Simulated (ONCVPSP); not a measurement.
**Reading a pseudo-wave (hydrogen)**

Columns: radius, all-electron u(r) and pseudo u(r) of the 1s shell (level -6.33 eV) of hydrogen in the configuration 1s1; PBEsol, scalar-relativistic, ONCV scheme, ONCVPSP 4.0.1.

```
r (bohr)  all-electron  pseudo
   0.075        0.1308  0.1069
   0.150        0.2426  0.2103
   0.225        0.3374  0.3070
   0.300        0.4173  0.3943
   0.375        0.4839  0.4704
   0.450        0.5388  0.5345
   0.525        0.5834  0.5864
   0.600        0.6192  0.6268
   0.675        0.6470  0.6569
   0.750        0.6680  0.6780
   0.825        0.6831  0.6919
   0.900        0.6929  0.6999
   0.975        0.6984  0.7032
   1.050        0.6999  0.7030
   1.125        0.6981  0.6998
   1.200        0.6934  0.6942
   1.275        0.6863  0.6866
   1.350        0.6772  0.6772
   1.425        0.6663  0.6663
   1.500        0.6539  0.6539
   1.575        0.6403  0.6403
   1.650        0.6258  0.6258
   1.725        0.6104  0.6104
   1.800        0.5945  0.5945
   1.875        0.5781  0.5781
   1.950        0.5613  0.5613
```

Q: How many radial nodes do the two functions have?

A: The all-electron 1s function has n − l − 1 = 0; the pseudo-wave has 0.

Q: At about which radius was the pseudo-wave matched?

A: 1.50 bohr. The columns agree to 0.0005 from 1.27 bohr on; several derivatives are matched, so the curves merge somewhat inside the radius.

Q: Is the pseudo-wave norm-conserving?

A: Yes: the ONCV scheme keeps the norm inside the radius equal to the all-electron one, which fixes the energy derivative of the logarithmic derivative at the level.
